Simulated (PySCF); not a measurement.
What does the PBE0-D3(BJ)/def2-SVP structure of `C=N[Si@H](F)P` look like in three dimensions?

```xyz
10
CH5FNPSi angstrom
C      2.1050    0.3264   -0.0828
N      1.1271   -0.0288   -0.7984
Si    -0.3855   -0.6282   -0.1705
F     -0.6489   -2.0860   -0.8326
P     -1.9757    0.7795   -0.8994
H      3.0297    0.7169   -0.5474
H      2.1229    0.2819    1.0287
H     -0.3437   -0.8409    1.3098
H     -1.5098    1.8096   -0.0216
H     -2.9342    0.2976    0.0469
```

Any rigid rotation of these coordinates is as good. Atoms count from 1 in this order. N2 (C=N nitrogen) is bent (angle 124.4°). P5 (three-coordinate phosphorus) is pyramidal (angles 93.1°, 92.8° and 91.2°, sum 277.2°, 0.88 Å off the plane of its three neighbours). Si3 (fluorine-bound silicon) is distorted tetrahedral (angles from 106.3° to 115.5°).

Bonds between heavy atoms (Å): C1=N2 1.263, N2–Si3 1.744, Si3–F4 1.623, Si3–P5 2.245.

Theory: PySCF 2.14.0, PBE0-D3(BJ)/def2-SVP geometry optimisation, gas phase.

Point group: C1 (no symmetry element, even within 0.4 Å). No PBE0-D3(BJ)/def2-SVP frequencies stand behind this structure, so it isn't proved a minimum. One conformer, not necessarily the lowest (C1–N2–Si3–F4 -124°, N2–Si3–P5–H -71° and -164°).
